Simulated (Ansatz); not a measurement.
The same path of CH₈AlFOSi (13 atoms, charge 0, multiplicity 1) was run twice with different band settings. Lost on the way: Al1–Si2, H5–F6. Made: Si2–H5.

These are results of RKS PBE-D4/def2-SVP (Ansatz), not measurements.

Relaxed end points:

```xyz
13
Properties=species:S:1:pos:R:3
Al -0.607 -0.181 -0.278
Si 1.038 -0.378 1.593
C 0.002 -0.243 -2.130
O -2.265 -0.569 0.029
H 0.221 1.650 0.974
F -0.422 1.810 0.233
H 2.488 -0.686 1.313
H 1.135 1.138 1.980
H 0.682 -0.983 2.929
H 0.159 -1.296 -2.446
H -0.757 0.193 -2.812
H 0.959 0.294 -2.292
H -2.633 -0.750 0.907
```

```xyz
13
Properties=species:S:1:pos:R:3
Al -0.857 0.575 -0.577
Si 1.103 -0.216 1.775
C -0.076 -0.233 -2.160
O -1.639 -0.416 0.609
H 0.963 0.566 0.473
F -1.125 2.239 -0.471
H 2.532 0.009 2.190
H 0.185 0.371 2.801
H 0.866 -1.667 1.514
H 0.248 -1.274 -1.955
H -0.812 -0.267 -2.990
H 0.801 0.343 -2.520
H -2.189 -0.030 1.309
```

Common settings: movable images 9; climbing image yes; spring 5.0 eV/Å²; optimiser quadratic models (default); start path through a guess of the saddle point; end points relaxed.

| run | force threshold | iteration limit |
| --- | --- | --- |
| 1 | 0.05 eV/Å | 46 |
| 2 | 0.2 eV/Å | 57 |

(1) What does each run give, and how far can it be trusted?

Results:

(1) Run 1: converged after 23 iterations, highest image 0.170 eV above the first end. A vibrational analysis at the climbing image gives one clearly imaginary mode, 367i cm⁻¹: a first-order saddle point.
Run 2: converged after 16 iterations, highest image 0.171 eV above the first end. The threshold of 0.2 eV/Å is loose, so the images may lie well off the minimum-energy path. Another band between the same ends (9 images) ends at a top of the same energy, where a vibrational analysis finds 1 clearly imaginary mode.
The orbitals stay closed-shell, which can raise the energy where a bond breaks towards radicals; this wasn't checked here.
